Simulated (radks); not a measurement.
Values are calculated unless marked as measured or tabulated.
Fractional charge and spin in the 6s shell of europium: the spin-up occupation runs from 0 to 1 and the spin-down occupation from 0 to 1; the fullest corner is Eu, [Xe] 4f(up 3.5, down 3.5) 6s(up 1, down 1). Code: a radial shooting solver on a logarithmic mesh with Libxc functionals. Model: scalar-relativistic Kohn-Sham, PBE, spin-polarised, spherical densities, finite nucleus; Fermi nuclear charge, rms radius of each element as measured or else 0.836 A^(1/3) + 0.57 fm. Energy (eV) minus the two flat planes that join the four corners (they meet along the diagonal where the two added fractions sum to one electron); zero is where a piecewise linear energy would lie.

| down \ up | 0 | 0.5 | 1 |
|---|---|---|---|
| 0 | 0.000 | -0.653 | 0.000 |
| 0.5 | -0.653 | 0.177 | -0.566 |
| 1 | 0.000 | -0.566 | 0.000 |

Corners above the fullest one (they belong to Eu+ and the next ion): (up 1, down 0) 5.842 eV, (up 0, down 1) 5.842 eV, (up 0, down 0) 17.253 eV. With half an added electron in each spin the energy lies 0.177 eV from the planes, and with half an added electron in spin up alone -0.653 eV. The planes are only a guide here: the flat-plane condition holds for ground states with one frontier orbital, while this shell lies below other occupied shells, so the corners above the fullest one are inner-hole states and not the ground states of those ions.
